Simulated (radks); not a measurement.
All-electron atom: Bi6+ in [Xe] 4f14 5d9. All-electron calculation, scalar-relativistic Kohn-Sham, PBEsol, spin-polarised, spherical densities, finite nucleus; open shells are filled with parallel spins first (spin-orbit coupling, left out, can overturn this in heavy ions); Fermi nuclear charge, rms radius 5.5211 fm. Program: a radial shooting solver on a logarithmic mesh with Libxc functionals.

Normalised radial functions P(r) = r R(r), r in bohr:

r          4f up  5d down
0.00092   0.0000   0.0000
0.001395  0.0000   0.0000
0.002114  0.0000   0.0001
0.003205  0.0000   0.0003
0.004858  0.0000   0.0009
0.007364  0.0001   0.0026
0.01116   0.0003   0.0077
0.01692   0.0013   0.0216
0.02565   0.0055   0.0567
0.03889   0.0219   0.1326
0.05895   0.0784   0.2586
0.08936   0.2417   0.3710
0.1355    0.6050   0.2743
0.2053    1.1496  -0.1685
0.3113    1.5416  -0.5476
0.4718    1.3640  -0.1593
0.7153    0.7488   0.7266
1.084     0.2294   1.0504
1.644     0.0324   0.6196
2.491     0.0015   0.1555
3.777     0.0000   0.0119

4f up: eigenvalue -227.82 eV, 0 radial nodes, <r> = 0.440 bohr, 90 % of the charge inside 0.697 bohr. 5d down: eigenvalue -97.853 eV, 2 radial nodes at r = 0.180, 0.510 bohr, <r> = 1.16 bohr, 90 % of the charge inside 1.71 bohr.
